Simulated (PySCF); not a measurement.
CH₄NO, SMILES NC=[OH+], charge +1. Geometry: B3LYP-D3(BJ)/def2-TZVP. The isomer is the one that the SMILES or the coordinates give; other isomers of the formula were not compared. The values are those of a single conformer.

TDDFT-CAM-B3LYP/def2-SVPD (PySCF 2.14.0) puts the lowest singlet excitations at 8.29, 8.65, 9.41, 10.41, 10.45, 10.86 eV.

Task: What are the lowest excitation roots from ADC(2)/aug-cc-pVDZ in PySCF? (An estimate is asked for; the answer gives what the named calculation found.)

Result: 7.71, 8.94, 9.27, 10.29, 10.70, 11.06 eV. S1 differs by -0.59 eV (second minus first; roots are paired by order, and the bases may differ).
